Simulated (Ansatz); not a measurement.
C4H8Ge (`[CH3][GeH2][C]1=CC1`). Total charge 0; spin multiplicity 1. Correlated methods include outer-core shells of Ge, which these sets cover unevenly. Scalar relativity is left out up to krypton.

Z-matrix (Å, degrees):
```
C
Ge 1 1.951
H 1 1.090 2 110.1
H 1 1.091 2 110.4 3 -120.2
H 1 1.091 2 109.9 3 119.7
C 2 1.923 1 109.6 3 -60.6
H 2 1.541 1 110.3 3 179.8
H 2 1.538 1 110.9 3 58.9
C 6 1.518 2 146.9 1 118.5
C 6 1.296 2 150.0 1 -58.9
H 9 1.090 6 119.3 2 -72.1
H 9 1.090 6 119.2 2 75.1
H 10 1.077 6 148.6 2 -1.8
```

Q: Give the diagnostics of a CCSD(T)/def2-TZVPP run (frozen core, the Gaussian-basis code of Ansatz). (An estimate is asked.)

A: Ansatz gave: T1 = 0.0105, largest single amplitude 0.011, largest double 0.041, (T) share of the correlation energy 4.2 %, 8 CCSD cycles. The RHF solution is stable towards an unrestricted one. T1 lies under the customary mark of 0.02 for closed shells.
